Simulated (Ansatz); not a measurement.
## Nudged elastic band run: CH5AlF2

Input file:

```yaml
crystal:
  periodic: [false, false, false]
  atoms:
    - { symbol: Al, position_ang: [-0.417009, 0.152218, -0.813691] }
    - { symbol: C, position_ang: [1.201666, 0.455883, 0.222462] }
    - { symbol: F, position_ang: [-0.70311, -1.27458, -1.636646] }
    - { symbol: F, position_ang: [-1.54963, 1.354619, -1.04946] }
    - { symbol: H, position_ang: [-1.549245, -0.8565, 1.257113] }
    - { symbol: H, position_ang: [-1.582633, -1.395799, 0.729181] }
    - { symbol: H, position_ang: [1.006666, 1.133394, 1.071076] }
    - { symbol: H, position_ang: [1.987596, 0.922195, -0.396945] }
    - { symbol: H, position_ang: [1.605701, -0.49143, 0.616812] }
basis:
  gaussian: { orbitals: "6-31G*" }
hamiltonian:
  xc: pbe
  dispersion: d4
neb:
  order_check: false
  images: 9
  f_tol: 0.2
  max_iterations: 60
  final_atoms:
    - { symbol: Al, position_ang: [-1.08647821, -0.34806056, -0.93815665] }
    - { symbol: C, position_ang: [0.88323645, 0.2754302, 0.81307612] }
    - { symbol: F, position_ang: [-0.1132397, -1.36263852, -1.83794907] }
    - { symbol: F, position_ang: [-1.25420931, 1.22375956, -1.47501212] }
    - { symbol: H, position_ang: [0.32996164, -0.09295148, 1.68895753] }
    - { symbol: H, position_ang: [-2.04566004, -0.92663463, 0.17623479] }
    - { symbol: H, position_ang: [1.86471514, 0.66236364, 1.12792152] }
    - { symbol: H, position_ang: [0.3433775, 1.1186504, 0.34268727] }
    - { symbol: H, position_ang: [1.07829853, -0.54991862, 0.10214261] }
  initial_path:
    images:
      - { positions_ang: [[-0.417009, 0.152218, -0.813691], [1.201666, 0.455883, 0.222462], [-0.70311, -1.27458, -1.636646], [-1.54963, 1.354619, -1.04946], [-1.549245, -0.8565, 1.257113], [-1.582633, -1.395799, 0.729181], [1.006666, 1.133394, 1.071076], [1.987596, 0.922195, -0.396945], [1.605701, -0.49143, 0.616812]] }
      - { positions_ang: [[-0.50795831, 0.10754672, -0.82791758], [1.14696486, 0.40987282, 0.27605066], [-0.70549921, -1.27067773, -1.70947113], [-1.59518432, 1.33497612, -1.07744261], [-1.30582593, -0.75761838, 1.14452168], [-1.50242938, -1.2765136, 0.77383513], [0.97335881, 1.08684161, 1.12576673], [1.91217224, 0.89015383, -0.35629109], [1.58440323, -0.52458139, 0.65085019]] }
      - { positions_ang: [[-0.59890762, 0.06287543, -0.84214416], [1.09226372, 0.36386264, 0.32963932], [-0.70788842, -1.26677545, -1.78229626], [-1.64073864, 1.31533323, -1.10542522], [-1.06240685, -0.65873677, 1.03193036], [-1.42222576, -1.1572282, 0.81848927], [0.94005162, 1.04028923, 1.18045747], [1.83674848, 0.85811266, -0.31563717], [1.56310546, -0.55773277, 0.68488839]] }
      - { positions_ang: [[-0.68985693, 0.01820415, -0.85637074], [1.03756258, 0.31785246, 0.38322799], [-0.71027762, -1.26287318, -1.85512138], [-1.68629296, 1.29569035, -1.13340782], [-0.81898778, -0.55985515, 0.91933904], [-1.34202213, -1.0379428, 0.8631434], [0.90674443, 0.99373684, 1.2351482], [1.76132473, 0.82607149, -0.27498326], [1.54180769, -0.59088416, 0.71892658]] }
      - { positions_ang: [[-0.78080624, -0.02646713, -0.87059732], [0.98286144, 0.27184228, 0.43681665], [-0.71266683, -1.25897091, -1.92794651], [-1.73184728, 1.27604746, -1.16139043], [-0.57556871, -0.46097354, 0.80674771], [-1.26181851, -0.9186574, 0.90779754], [0.87343724, 0.94718446, 1.28983893], [1.68590097, 0.79403032, -0.23432935], [1.52050992, -0.62403555, 0.75296478]] }
      - { positions_ang: [[-0.87175555, -0.07113841, -0.8848239], [0.9281603, 0.2258321, 0.49040531], [-0.71505604, -1.25506863, -2.00077164], [-1.7774016, 1.25640458, -1.18937304], [-0.33214963, -0.36209192, 0.69415639], [-1.18161489, -0.799372, 0.95245167], [0.84013005, 0.90063207, 1.34452966], [1.61047721, 0.76198915, -0.19367543], [1.49921215, -0.65718693, 0.78700297]] }
      - { positions_ang: [[-0.91470008, -0.12652284, -0.89549045], [0.91917553, 0.23575172, 0.55493947], [-0.59469277, -1.27658261, -1.96820713], [-1.67276314, 1.24987557, -1.24650085], [-0.19972738, -0.30826384, 0.89311662], [-1.35442392, -0.82482453, 0.7972083], [1.04504707, 0.85297839, 1.30120804], [1.35705727, 0.8333214, -0.08640289], [1.41502943, -0.63573327, 0.6500309]] }
      - { positions_ang: [[-0.95764462, -0.18190727, -0.906157], [0.91019076, 0.24567134, 0.61947363], [-0.4743295, -1.29809659, -1.93564261], [-1.56812468, 1.24334657, -1.30362867], [-0.06730512, -0.25443575, 1.09207685], [-1.52723295, -0.85027705, 0.64196492], [1.24996409, 0.8053247, 1.25788641], [1.10363732, 0.90465365, 0.02086965], [1.3308467, -0.61427961, 0.51305883]] }
      - { positions_ang: [[-1.00058915, -0.2372917, -0.91682355], [0.90120599, 0.25559096, 0.6840078], [-0.35396624, -1.31961056, -1.9030781], [-1.46348623, 1.23681757, -1.36075649], [0.06511713, -0.20060766, 1.29103708], [-1.70004198, -0.87572958, 0.48672154], [1.4548811, 0.75767101, 1.21456478], [0.85021738, 0.9759859, 0.12814219], [1.24666398, -0.59282594, 0.37608675]] }
      - { positions_ang: [[-1.04353368, -0.29267613, -0.9274901], [0.89222122, 0.26551058, 0.74854196], [-0.23360297, -1.34112454, -1.87051359], [-1.35884777, 1.23028856, -1.4178843], [0.19753939, -0.14677957, 1.4899973], [-1.87285101, -0.9011821, 0.33147817], [1.65979812, 0.71001733, 1.17124315], [0.59679744, 1.04731815, 0.23541473], [1.16248126, -0.57137228, 0.23911468]] }
      - { positions_ang: [[-1.08647821, -0.34806056, -0.93815665], [0.88323645, 0.2754302, 0.81307612], [-0.1132397, -1.36263852, -1.83794907], [-1.25420931, 1.22375956, -1.47501212], [0.32996164, -0.09295148, 1.68895753], [-2.04566004, -0.92663463, 0.17623479], [1.86471514, 0.66236364, 1.12792152], [0.3433775, 1.1186504, 0.34268727], [1.07829853, -0.54991862, 0.10214261]] }
```

Command:

```bash
$ ansatz run input.yaml --threads 2 --pin off --max-ram 3072MiB --backend cpu --events-out ev --progress --plain --runs-dir out
```

Output, in part (warnings, iteration lines, the closing report on the highest movable image, with atoms numbered from 0):

```
NEB end point (image 0): max|allowed force component| = 2.088e-2 eV/Å (the criterion of neb.relax_end_points is 4.000e-2)
NEB end point (image 10): max|allowed force component| = 2.382e-2 eV/Å (the criterion of neb.relax_end_points is 4.000e-2)
NEB iter   1: max|band force component| = 9.209e0 eV/Å  barrier→ = 3.6435 eV  barrier← = 3.9761 eV  Δτ_max = 0.2000 Å  (270 SCF iters)
NEB iter   2: max|band force component| = 2.710e0 eV/Å  barrier→ = 1.5082 eV  barrier← = 1.8409 eV  Δτ_max = 0.2000 Å  (272 SCF iters)
NEB iter   3: max|band force component| = 1.187e0 eV/Å  barrier→ = 1.3877 eV  barrier← = 1.7203 eV  Δτ_max = 0.2000 Å  (251 SCF iters)
NEB iter   4: max|band force component| = 1.037e0 eV/Å  barrier→ = 1.3471 eV  barrier← = 1.6797 eV  Δτ_max = 0.1507 Å  (266 SCF iters)
NEB iter   5: max|band force component| = 8.907e-1 eV/Å  barrier→ = 1.4926 eV  barrier← = 1.8252 eV  Δτ_max = 0.1994 Å  (241 SCF iters)
NEB iter   6: max|band force component| = 1.922e0 eV/Å  barrier→ = 1.5382 eV  barrier← = 1.8708 eV  Δτ_max = 0.0996 Å  (264 SCF iters)
NEB iter   7: max|band force component| = 8.791e-1 eV/Å  barrier→ = 1.4388 eV  barrier← = 1.7715 eV  Δτ_max = 0.1965 Å  (246 SCF iters)
NEB iter   8: max|band force component| = 8.012e-1 eV/Å  barrier→ = 1.3334 eV  barrier← = 1.6660 eV  CI = image 4  Δτ_max = 0.1185 Å  (252 SCF iters)
NEB iter   9: max|band force component| = 2.086e-1 eV/Å  barrier→ = 1.4031 eV  barrier← = 1.7357 eV  CI = image 4  Δτ_max = 0.0365 Å  (241 SCF iters)
NEB iter  10: max|band force component| = 1.476e-1 eV/Å  barrier→ = 1.3992 eV  barrier← = 1.7318 eV  CI = image 4  Δτ_max = 0.0000 Å  (475 SCF iters)
Total energy: -13140.14901319 eV, -482.8915695218 hartree
Atom 0 at    -0.771296    -0.123404    -0.724867 Å, force     0.023322    -0.021633     0.146265 eV/Å
Atom 1 at     0.905496     0.218296     0.471862 Å, force    -0.072256     0.003850    -0.130044 eV/Å
Atom 2 at    -0.526021    -1.337129    -1.831976 Å, force     0.016261    -0.049218    -0.044288 eV/Å
Atom 3 at    -1.524705     1.285110    -1.183494 Å, force    -0.027138     0.036365     0.000275 eV/Å
Atom 4 at    -0.439718    -0.393309     0.882933 Å, force    -0.017225     0.020867    -0.061889 eV/Å
Atom 5 at    -1.463152    -0.760187     0.772584 Å, force     0.039029     0.022788    -0.018216 eV/Å
Atom 6 at     0.941566     0.792461     1.410961 Å, force     0.008560     0.004309     0.053948 eV/Å
Atom 7 at     1.258553     0.936529    -0.304615 Å, force     0.022026    -0.001555     0.024764 eV/Å
Atom 8 at     1.619280    -0.618365     0.506516 Å, force     0.007420    -0.015772     0.029186 eV/Å
Dipole moment:     0.346284     0.036254     0.455053 e Å
```

The forces met the threshold. The threshold of 0.2 eV/Å is loose, so the images may lie well off the minimum-energy path. Another band between the same ends (9 images) ends at a top of the same energy, where a vibrational analysis finds 1 clearly imaginary mode. The orbitals stay closed-shell, which can raise the energy where a bond breaks towards radicals; this wasn't checked here.

Final band (atoms are numbered from 1 in the order of the input):

```csv
image,path coordinate (Å),energy (eV),Al1–C2 (Å),H5–H6 (Å),Al1–H6 (Å)
0,0.00,0.00,1.95,0.76,2.48
1,0.55,0.01,1.95,0.75,2.55
2,1.10,0.07,1.94,0.76,2.39
3,1.65,0.52,1.95,0.79,2.06
4,2.20,1.40,2.09,1.09,1.77
5,2.71,0.36,2.33,1.58,1.62
6,3.22,-0.20,2.60,2.06,1.59
7,3.73,-0.29,2.72,2.43,1.58
8,4.24,-0.31,2.71,2.57,1.58
9,4.75,-0.32,2.71,2.73,1.58
10,5.26,-0.33,2.71,2.94,1.58
```

Run time: 74 s on 2 threads of Intel(R) Xeon(R) Platinum 8488C (Sapphire Rapids) (shared host), peak memory 0.17 GiB.
